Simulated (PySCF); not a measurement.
```xyz
4
charge 0 multiplicity 1, angstrom
Se   -0.0001   -1.1994    0.0000
O     1.4646   -1.8847    0.0000
I    -0.0925    0.4967   -2.0577
I    -0.0925    0.4967    2.0577
```

Computed with B3LYP in PySCF with Se def2-SVP, O def2-SVP, I def2-SVP with ECP28; scalar-relativistic core potentials, no spin–orbit coupling; density-fitted integrals.

This geometry of SeOI2 is a stationary point at this level.

**Question.** What is the point group?

**Answer.** Cs.

**Question.** Is it a minimum?

**Answer.** Yes: all harmonic wavenumbers are real.

**Question.** What are the dipole moment and the gap between the highest occupied and lowest empty levels?

**Answer.** 2.01 D and 3.39 eV.

**Question.** What is the atomisation energy, with and without zero-point energy?

**Answer.** 682 kJ/mol without, 671 kJ/mol with.

Only a few start shapes were tried, so a lower isomer may exist.
